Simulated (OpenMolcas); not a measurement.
Levels of neutral aluminium by method

* Program: OpenMolcas
* Basis: ANO-RCC-VDZP [4s3p1d]
* Scalar Hamiltonian: DKH4, point nucleus
* Active space: 3 electrons in 8 orbitals (3s 3p 4s 4p)
* State averaging: 2S+1 = 4 odd, 1 root (0 in the spin-orbit step); 2S+1 = 2 odd, 3 roots; 2S+1 = 4 even, 3 roots
* Spin-orbit coupling: state interaction with AMFI integrals over the reference wave functions, term energies averaged over their components

Methods on the same reference wave functions:
A. CASSCF
B. SS-CASPT2, IPEA 0.25 Eh, imaginary shift 0.1 Eh (closed shells correlated: 2s 2p)

Energies in cm⁻¹ above 3s² 3p ²P°_1/2, the measured ground level; measured values from NIST Handbook of Basic Atomic Spectroscopic Data.

| Level | A | B | Measured |
| --- | --- | --- | --- |
| 3s² 3p ²P°_1/2 | 0.0 | 0.0 | 0.0 |
| 3s² 3p ²P°_3/2 | 90.2 | 90.2 | 112 |
| 3s 3p² ⁴P_1/2 | 23767 | 25571 | 29020 |
| 3s 3p² ⁴P_3/2 | 23805 | 25608 | 29067 |
| 3s 3p² ⁴P_5/2 | 23868 | 25671 | 29143 |

Deviations, from unrounded energies. A percentage is the sum of absolute deviations over the sum of measured energies, with the sign that they share, or ± where signs differ.

| Against measurement | Levels | A | B |
| --- | --- | --- | --- |
| mean absolute deviation (cm-1) | 4 | 4000 | 2600 |
| fine structure of the ground term (%) | 1 | -19.5 | -19.5 |
| other configurations (%) | 3 | -18.1 | -11.9 |

B lies closest to measurement on these levels. The largest miss of B in the table is 3s 3p² ⁴P_5/2, by -3500 cm-1. The ranking rests on the paired levels alone, and a cruder setting can come out closer through cancelling errors.

The lowest spin-free term lies below A's lowest term by 0.050 hartree in B.

Active for correlation alone: 4p 4s; no level in the range computed is led by a configuration that fills them, so any true level of that kind is missing. Terms of s pⁿ other than that of highest spin mix with s² pⁿ⁻² d, which this space lacks; all of them can be thousands of cm-1 off, and some have no real level of that name. Without dynamic correlation excited terms often stand tens of per cent too high (terms of higher spin than the ground term too low), and those without a measured partner can miss by more than the paired ones (holds for A). Computed and measured levels are paired by configuration, term and J; levels that our copy of the source lacks, or whose pairing is in doubt (as where it misses far off the trend of its configuration), stay unpaired and out of the deviations. Levels of configurations outside the active space are missing.

° marks odd parity.
